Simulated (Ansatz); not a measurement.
A single point on CH2BNTe, SMILES `B1N=C[Te]1`.

```yaml
crystal:
  periodic: [false, false, false]
  atoms:
    - {symbol: B, position_ang: [-0.289873, 0.646381, -0.660929]}
    - {symbol: N, position_ang: [1.049580, 0.321157, -0.231338]}
    - {symbol: C, position_ang: [0.516616, -0.592407, 0.493227]}
    - {symbol: Te, position_ang: [-1.395344, -1.224680, -0.285394]}
    - {symbol: H, position_ang: [-0.744332, 1.734555, -0.814185]}
    - {symbol: H, position_ang: [0.905352, -0.949105, 1.452418]}
basis:
  gaussian: {orbitals: def2-TZVPP}
hamiltonian: {xc: pbe}
correlation: {method: rpa}
```

```sh
$ ansatz run in.yaml --threads 2 --pin off --events-out ev --progress --plain --max-ram 4352MiB
```

It prints (some lines left out):

```
Functional definition: PBE
1217 factors; integrals over basis functions are off by at most 1.3e-3 eV
mean field evaluation 1: about -10494.4072 eV, gradient 1.1e2 eV
mean field evaluation 2: about -10494.3976 eV, gradient 1.1e2 eV
mean field evaluation 4: about -10519.6046 eV, gradient 4.5e1 eV
mean field evaluation 8: about -10524.8695 eV, gradient 1.1e0 eV
mean field evaluation 16: about -10524.8720 eV, gradient 3.3e-4 eV
mean field -10524.87196910 eV, -386.7819108501 hartree, gradient 1.7e-6 eV, S^2 0.000000; 0 other end points of the search recorded, 0 dependent functions left out
7 core orbitals not correlated: weight in the atoms' cores, before any rotation towards them, 1.000 or more for the frozen orbitals, at most 0.000 for the correlated occupied ones
reference -10479.49921172 eV, -385.1144927710 hartree; 15, 15 occupied and 149, 149 virtual orbitals, 1217 factors
Total energy: -10515.04732384 eV, -386.4208617960 hartree
```

It took 7 s on 2 threads of an Arm Neoverse V1 on a shared host, with 0.38 GiB of host memory at the peak.
